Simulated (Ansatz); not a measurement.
Consider the atomization: `C[N](C)[In]([CH3])[O][SiH3]` → 3 C• + 12 H• + In• + N• + O• + Si•.

Computed with Ansatz on PBE0-D4/def2-TZVP structures; ΔE is electronic, products minus reactants. CCSD(T)/CBS is the MP2 limit (def2-TZVPP, def2-QZVPP) plus CCSD(T) − MP2 in def2-TZVPP, frozen cores. This one scheme is used for every species, atoms too. Functionals use def2-TZVPP. B3LYP here is the variant with VWN-RPA as its local correlation; programs differ in this. Open shells (•) are unrestricted, without spin–orbit coupling. Spin–orbit coupling would lower the free atoms: a little for C, O, Si; strongly for In. Elements past krypton have def2 core potentials. Bonds to In are less sure, by a few kJ/mol each and by 10 to 20 or more in all where they break to atoms, as the def2 sets lack core-valence functions. Each species was taken in one conformer, which may not be the lowest.

`C[N](C)[In]([CH3])[O][SiH3]`:

Z-matrix (Å, degrees):
```
C
N 1 1.439
H 1 1.101 2 111.8
H 1 1.093 2 111.4 3 120.2
H 1 1.101 2 111.7 3 -119.8
C 2 1.438 1 112.8 3 60.0
In 2 2.004 1 122.6 3 -119.4
H 6 1.091 2 111.4 1 179.5
H 6 1.101 2 111.5 1 59.5
H 6 1.101 2 111.7 1 -60.3
C 7 2.123 2 132.8 1 -1.1
O 7 1.996 2 111.1 1 179.3
H 11 1.090 7 108.9 2 -121.4
H 11 1.089 7 111.1 2 -0.6
H 11 1.090 7 108.9 2 120.1
Si 12 1.615 7 145.6 2 -5.4
H 16 1.490 12 110.2 7 -176.0
H 16 1.495 12 112.1 7 64.0
H 16 1.495 12 112.1 7 -56.0
```

```csv
level,ΔE (kcal/mol)
B3LYP-D4,1596.3
SCS-MP2/def2-QZVPP,1605.8
```

(1) What does CCSD(T)/CBS give? (An estimate is asked.)

Largest T1 diagnostic among the species: 0.015.

Results:

(1) Computed: +1605.1 kcal/mol. The listed levels differ from it by -8.8, 0.7 kcal/mol.

From BLYP to BHLYP (50 % exact exchange), in def2-TZVPP and without D4, ΔE moves by −22.9 kcal/mol: exact exchange takes away binding that semilocal exchange gives to molecules. Leaving LDA and LC-ωPBE aside and taking each functional with its dispersion term where it has one, the values, not all of them listed here, spread over 56.7 kcal/mol, from BHLYP-D4 to PBE-D4. LDA lies +208.4 kcal/mol from PBE without D4, its usual overbinding. In def2-TZVPP, CCSD(T) changes the Hartree–Fock value by +402.2 kcal/mol (the triples alone add +21.9 kcal/mol) and MP2 by +416.2 kcal/mol; breaking electron pairs costs correlation energy, which Hartree–Fock lacks.

For atomizations the MP2-based limit and the directly extrapolated one differ by several kJ/mol either way, and by 10 to 25 for some Ge, Se and Sn compounds, so smaller differences from it don't rank the levels.
